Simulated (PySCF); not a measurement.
How good is the calculation?

Geometry (Å), atoms numbered from 1 in this order:
```xyz
16

C    -2.4310   -0.0454    0.0905
C    -1.0413    0.1994    0.6510
C     0.0564   -0.1274   -0.3481
C     1.4388    0.1365    0.2162
C     2.5402   -0.1715   -0.7472
O     2.4476   -0.5924   -1.8448
Cl    4.1572    0.1759   -0.0448
H    -3.2051    0.2001    0.8204
H    -2.5612   -1.0929   -0.1943
H    -2.6081    0.5626   -0.8006
H    -0.8983   -0.4006    1.5570
H    -0.9484    1.2460    0.9631
H    -0.0165   -1.1758   -0.6529
H    -0.0820    0.4611   -1.2602
H     1.6292   -0.4529    1.1199
H     1.5615    1.1802    0.5249
```

The experiment to reproduce: δ 17O O6 504.8 ppm (measured; liquid, neat, 295 K; 17O NMR survey of organic solvents and oxofluorinated compounds, PMC5915748).
δ 1H H15/H16 2.88; H13/H14 1.67; H11/H12 1.40; H8/H9/H10 0.93 ppm (measured; solution, not stated per compound (mostly CDCl3 or CCl4); Pretsch, Buehlmann, Badertscher, Structure Determination of Organic Compounds, 4th ed. (2009)).

- geometry from PBE0-D3(BJ)/def2-TZVP
- B97-2/pcSseg-2 with gauge-including orbitals
- program: PySCF 2.14.0 with density-fitted response routines
- one averaged value for each set of equivalent atoms, isolated molecule, non-relativistic, one conformer

**Question.** What does the calculation give, and how does it compare?

**Answer.** 
Reference values: measured (liquid, neat, 295 K; 17O NMR survey of organic solvents and oxofluorinated compounds, PMC5915748).
```csv
atoms,quantity,reference,computed,"computed, scaled"
O6,δ 17O vs D2O (external),504.8,–,494.0
```

Reference values: measured (solution, not stated per compound (mostly CDCl3 or CCl4); Pretsch, Buehlmann, Badertscher, Structure Determination of Organic Compounds, 4th ed. (2009)).
```csv
atoms,quantity,reference,computed,"computed, scaled"
H15/H16,δ 1H,2.88,2.92,2.88
H13/H14,δ 1H,1.67,1.55,1.60
H11/H12,δ 1H,1.40,1.21,1.28
H8/H9/H10,δ 1H,0.93,1.01,1.09
```

Computed shifts are σ(ref) − σ with the named reference compound (TMS for H and C) calculated as an isolated molecule at the same level. The measured values may be among those fitted. Empirical linear scaling, fitted to shifts measured mostly in CDCl3 for H and C (δ vs TMS): 1H (scatter 0.14 ppm rms, 0.16 ppm with the 4 outliers that the fit left out); 17O (scatter 12.8 ppm rms vs liquid water, solution or neat liquid). A few per cent of atoms miss by over 2 rms, more outside the fitted compound classes.

**Question.** How far are the unscaled 1H shifts from the references?

**Answer.** Mean signed difference -0.05 ppm, mean absolute 0.11 ppm over 4 comparisons; the largest is -0.19 ppm at H11/H12 (hydrogen on an sp3 CH2).
